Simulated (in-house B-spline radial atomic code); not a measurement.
Inner levels of cadmium as electrons are removed. A shift is the extra binding of the orbital against the neutral atom ([Kr] 4d10 5s2). Computed with a radial B-spline atomic code at the basis-set limit: non-relativistic Hartree-Fock, average of the configuration, point nuclei.

This level leaves out relativity, spin-orbit splitting included, which matters for heavy ions.

```
  ion  configuration  shift of 1s (eV)  radius of 1s (bohr)  Σ<r²> (bohr²)  change of density at nucleus (bohr⁻³)
Cd37+       [Ne] 3s1           2249.52             0.031676        0.25744                                -314.86
Cd38+   [He] 2s2 2p6           2357.54             0.031674        0.14004                               -1238.07
Cd39+   [He] 2s2 2p5           2627.02              0.03165        0.12205                               -1069.84
Cd40+   [He] 2s2 2p4           2900.66             0.031624        0.10473                                -898.19
Cd41+   [He] 2s2 2p3           3178.45             0.031597       0.088045                                -723.12
Cd42+   [He] 2s2 2p2           3460.37              0.03157       0.071971                                -544.62
Cd43+   [He] 2s2 2p1           3746.41             0.031542       0.056479                                -362.67
Cd44+       [He] 2s2           4036.56             0.031513       0.041543                                -177.27
Cd45+       [He] 2s1           4287.11              0.03151       0.021861                                -4140.2
Cd46+            1s2           4540.25             0.031496       0.002648                               -8210.72
Cd47+            1s1           5352.06              0.03125      0.0013021                                 -42439
```
